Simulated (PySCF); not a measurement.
Electronic structure of Sm (samarium, neutral) at the UHF level

Configuration: [Xe] 4f5 6s2 6p1, one real determinant (an excited configuration). Calculation: PySCF 2.14, in ANO-RCC-VTZP (8s7p5d3f2g1h, 104 functions); the spin-free X2C one-electron Hamiltonian (Gaussian nucleus).

- Total energy: -10422.232485 hartree
- One-electron energy: -14229.5402 hartree
- Hartree (Coulomb) energy: 4042.1932 hartree
- Exchange energy: -234.8855 hartree
- ⟨S²⟩: 12.7106
- ⟨L²⟩: 28.622
- Sum of ⟨r⟩: 46.02 bohr
- Sum of ⟨r²⟩: 97.28 bohr²
- Traceless quadrupole moment −½Σ⟨3z² − r²⟩ along its main axis: -13.3 e·bohr²
- Langevin diamagnetic susceptibility: -77.0 ×10⁻⁶ cm³/mol

```json
{"shell": "1s α", "electrons": "1", "mean orbital energy (hartree)": "-1729.59199", "spread (hartree)": "0", "rms radius, mean of both spins (bohr)": "0.0259"}
{"shell": "1s β", "electrons": "1", "mean orbital energy (hartree)": "-1729.59025", "spread (hartree)": "0", "rms radius, mean of both spins (bohr)": "0.0259"}
{"shell": "2s α", "electrons": "1", "mean orbital energy (hartree)": "-287.22530", "spread (hartree)": "0", "rms radius, mean of both spins (bohr)": "0.105"}
{"shell": "2s β", "electrons": "1", "mean orbital energy (hartree)": "-287.21995", "spread (hartree)": "0", "rms radius, mean of both spins (bohr)": "0.105"}
{"shell": "2p α", "electrons": "3", "mean orbital energy (hartree)": "-256.38907", "spread (hartree)": "0.00806", "rms radius, mean of both spins (bohr)": "0.0941"}
{"shell": "2p β", "electrons": "3", "mean orbital energy (hartree)": "-256.38404", "spread (hartree)": "0.00737", "rms radius, mean of both spins (bohr)": "0.0941"}
{"shell": "3s α", "electrons": "1", "mean orbital energy (hartree)": "-65.08494", "spread (hartree)": "0", "rms radius, mean of both spins (bohr)": "0.271"}
{"shell": "3s β", "electrons": "1", "mean orbital energy (hartree)": "-64.97508", "spread (hartree)": "0", "rms radius, mean of both spins (bohr)": "0.271"}
{"shell": "3p α", "electrons": "3", "mean orbital energy (hartree)": "-55.20525", "spread (hartree)": "0.02313", "rms radius, mean of both spins (bohr)": "0.272"}
{"shell": "3p β", "electrons": "3", "mean orbital energy (hartree)": "-55.08134", "spread (hartree)": "0.04716", "rms radius, mean of both spins (bohr)": "0.272"}
{"shell": "3d α", "electrons": "5", "mean orbital energy (hartree)": "-41.62613", "spread (hartree)": "0.02402", "rms radius, mean of both spins (bohr)": "0.250"}
{"shell": "3d β", "electrons": "5", "mean orbital energy (hartree)": "-41.49165", "spread (hartree)": "0.04490", "rms radius, mean of both spins (bohr)": "0.250"}
{"shell": "4s α", "electrons": "1", "mean orbital energy (hartree)": "-14.16446", "spread (hartree)": "0", "rms radius, mean of both spins (bohr)": "0.614"}
{"shell": "4s β", "electrons": "1", "mean orbital energy (hartree)": "-13.86260", "spread (hartree)": "0", "rms radius, mean of both spins (bohr)": "0.614"}
{"shell": "4p α", "electrons": "3", "mean orbital energy (hartree)": "-10.81723", "spread (hartree)": "0.01372", "rms radius, mean of both spins (bohr)": "0.652"}
{"shell": "4p β", "electrons": "3", "mean orbital energy (hartree)": "-10.48127", "spread (hartree)": "0.08176", "rms radius, mean of both spins (bohr)": "0.652"}
{"shell": "4d α", "electrons": "5", "mean orbital energy (hartree)": "-5.98652", "spread (hartree)": "0.09163", "rms radius, mean of both spins (bohr)": "0.721"}
{"shell": "4d β", "electrons": "5", "mean orbital energy (hartree)": "-5.54788", "spread (hartree)": "0.09034", "rms radius, mean of both spins (bohr)": "0.721"}
{"shell": "5s α", "electrons": "1", "mean orbital energy (hartree)": "-2.25601", "spread (hartree)": "0", "rms radius, mean of both spins (bohr)": "1.49"}
{"shell": "5s β", "electrons": "1", "mean orbital energy (hartree)": "-2.13685", "spread (hartree)": "0", "rms radius, mean of both spins (bohr)": "1.49"}
{"shell": "5p α", "electrons": "3", "mean orbital energy (hartree)": "-1.31019", "spread (hartree)": "0.01242", "rms radius, mean of both spins (bohr)": "1.73"}
{"shell": "5p β", "electrons": "3", "mean orbital energy (hartree)": "-1.21662", "spread (hartree)": "0.02058", "rms radius, mean of both spins (bohr)": "1.73"}
{"shell": "4f α", "electrons": "5", "mean orbital energy (hartree)": "-0.84414", "spread (hartree)": "0.07673", "rms radius, mean of both spins (bohr)": "0.980"}
{"shell": "6s α", "electrons": "1", "mean orbital energy (hartree)": "-0.28220", "spread (hartree)": "0", "rms radius, mean of both spins (bohr)": "4.14"}
{"shell": "6s β", "electrons": "1", "mean orbital energy (hartree)": "-0.23638", "spread (hartree)": "0", "rms radius, mean of both spins (bohr)": "4.14"}
{"shell": "6p α", "electrons": "1", "mean orbital energy (hartree)": "-0.16213", "spread (hartree)": "0", "rms radius, mean of both spins (bohr)": "5.11"}
```

⟨L²⟩ = 28.62 against 42 for a pure I term, so this real determinant mixes terms. Spin-orbit coupling, absent here, splits the open shell strongly. ⟨S²⟩ = 12.71 against 12.00 shows spin contamination. The s, p, d and f populations moved away from the nominal configuration during the SCF.

Densities and radii are taken from the X2C orbitals without a picture-change correction, which distorts them close to the nucleus.

Spin-orbit constants ζ (cm⁻¹) from the X2C one-electron operator on these orbitals: bare nucleus, nucleus screened by l(l+1)(2l+1)/3 electrons, and screened by the Breit-Pauli mean field of the electrons.

```
shell     bare  screened nucleus  mean field
   2p  3151000           3049000         n/a
   3p   645200            624400         n/a
   3d   100100             83980         n/a
   4p   138900            134400         n/a
   4d    18030             15120         n/a
   4f     2534              1390         n/a
   5p    19110             18500         n/a
   6p     1601              1549         n/a
```

To first order the Landé constant is A = 236.1 cm⁻¹, so the lowest level has J = 3 and lies 0.615 eV below the centre of the term. This holds in LS coupling only.
